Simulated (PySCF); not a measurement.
Orbital energies and ionisation energy

Compound: (I2B-mu-NH2)2.
Cartesian coordinates in Å at the PBE0-D3(BJ)/def2-SVP level; atoms count from 1:
```xyz
12
B2H4I4N2 angstrom
B      0.579   -0.945   -0.058
I      1.241   -2.031    1.747
I      1.143   -1.874   -1.977
N      0.986    0.586    0.001
B     -0.561    0.932    0.070
I     -1.115    1.848    1.996
I     -1.228    2.027   -1.727
N     -0.967   -0.600    0.003
H      1.463    0.934   -0.833
H      1.522    0.852    0.829
H     -1.497   -0.861   -0.831
H     -1.452   -0.953    0.830
```

Level: CAM-B3LYP/def2-SVPD (PySCF). Frontier orbitals with their largest atomic shares (Löwdin; up to four atoms above 4 %):

| orbital | ε (eV) | main atoms |
| --- | --- | --- |
| HOMO−3 | -8.89 | I7 21 %, I3 21 %, I2 20 %, I6 20 % |
| HOMO−2 | -8.86 | I2 23 %, I3 22 %, I7 21 %, I6 20 % |
| HOMO−1 | -8.67 | I7 23 %, I6 23 %, I3 23 %, I2 22 % |
| HOMO | -8.28 | ? |
| LUMO | 0.01 | I7 17 %, I3 17 %, I2 15 %, I6 15 % |
| LUMO+1 | 0.06 | I2 12 %, I6 12 %, I7 10 %, N8 10 % |
| LUMO+2 | 0.42 | I7 14 %, I3 14 %, I6 14 %, B5 13 % |

Task: What vertical ionisation energy does ΔSCF give, and how far is −ε(HOMO) from it?

Result: ΔSCF: 8.95 eV (863 kJ/mol; threshold wavelength 139 nm); ⟨S²⟩ of the doublet left behind is 0.757, against 0.75 for a pure doublet. −ε(HOMO) is 8.28 eV, 0.67 eV below it. For the exact functional −ε(HOMO) would equal the first vertical ionisation energy; CAM-B3LYP (range-separated hybrid) falls short of its own ΔSCF value by 7 %.

Task: On which atoms does the HOMO lie?

Result: I2 (iodine bonded to B) 25 %, I6 (iodine bonded to B) 24 %, I3 (iodine bonded to B) 24 %, I7 (iodine bonded to B) 24 %, so no atom holds as much as 40 %. The HOMO−1 lies 0.39 eV lower.

Task: What total energies stand behind the ΔSCF value?

Result: E(N) = -1352.46826 Eh and E(N − 1) = -1352.13943 Eh at the same geometry, 0.32883 Eh apart.

Task: What kinetic energy would electrons from this vertical process carry with Lyman-α light (10.199 eV)?

Result: 10.20 − 8.95 = 1.25 eV.

Task: How many of the 10 lowest singlet excitations (vertical TDDFT, same level) lie below the ionisation energy?

Result: All 10; they run from 5.35 to 6.24 eV.

Task: Shift the occupied levels rigidly so that −ε(HOMO) equals the ΔSCF value. What binding energies result?

Result: The shift is +0.67 eV: HOMO 8.95, HOMO−1 9.34, HOMO−2 9.53, HOMO−3 9.56 eV. A rigid shift is only a rough guide to the deeper ionisations.

Geometry: PBE0-D3(BJ)/def2-SVP, one conformer, isolated molecule. Atoms past krypton carry effective core potentials; spin–orbit coupling is left out.

These values come from a run that also computed excited states and ΔSCF ions. The run took 4.2 min wall (grids of density and orbitals included) on one thread of an Intel Xeon 6975P-C, no GPU (shared host), and the process peaked at 1.7 GiB of memory.
